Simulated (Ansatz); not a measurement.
`[SiH3][SiH2]S` + H₂Se → `S[SiH2][SeH]` + SiH₄ at 400 K and 1 bar (cleavage of the Si–Si bond).

Computed with Ansatz on PBE0-D4/def2-TZVP structures; ΔE is electronic, products minus reactants. CCSD(T)/CBS adds triple-zeta CCSD(T) − MP2 to the extrapolated MP2 energy (def2 sets, frozen cores). This one scheme is used for every species. For Se outer-core shells are correlated without core-valence functions, which leaves a few kJ/mol of doubt a bond. Scalar relativity is left out up to krypton. Each species was taken in one conformer, which may not be the lowest.

| species | CCSD(T)/CBS energy (Eh) | H − E (kJ/mol) | S (J/(mol·K)) |
| --- | --- | --- | --- |
| `[SiH3][SiH2]S` | -979.55409 | 165.6 | 371.1 |
| H₂Se | -2401.89790 | 49.4 | 229.5 |
| `S[SiH2][SeH]` | -3090.01366 | 119.7 | 359.7 |
| SiH₄ | -291.46306 | 96.9 | 218.6 |

H − E and S are ideal-gas, rigid-rotor, harmonic terms from PBE0-D4/def2-TZVP, for one conformer and one mirror image of each species. 1 Eh = 2625.50 kJ/mol, R = 8.31446 J/(mol·K).

Problem. By hand: ΔE, ΔH, ΔS and ΔG.

Solution. ΔE = (-3090.01366) + (-291.46306) − (-979.55409) − (-2401.89790) = -0.02473 Eh = -64.9 kJ/mol. Δ(H − E) = 119.7 + 96.9 − 165.6 − 49.4 = 1.6, so ΔH = -63.3 kJ/mol. ΔS = 359.7 + 218.6 − 371.1 − 229.5 = -22.3 J/(mol·K). ΔG = -63.3 − 400 × (-22.3)/1000 = -54.4 kJ/mol.

Problem. By hand: the equilibrium constant, and the temperature at which ΔG would vanish if ΔH and ΔS stayed fixed.

Solution. log₁₀ K = −ΔG/(RT ln 10) = 7.1. ΔG = 0 at ΔH/ΔS = 2839 K, far beyond where these terms or the molecules hold.

ΔH outweighs TΔS. A doubt of 5 kJ/mol in ΔE shifts log₁₀ K by 0.7 here. Other conformers and mirror images would add mixing entropy, several J/(mol·K) or more a flexible species. These are equilibria of isolated gas molecules and say nothing of rates. Largest T1 diagnostic: 0.012 (customary marks: 0.02 for closed shells, 0.045 for open ones).
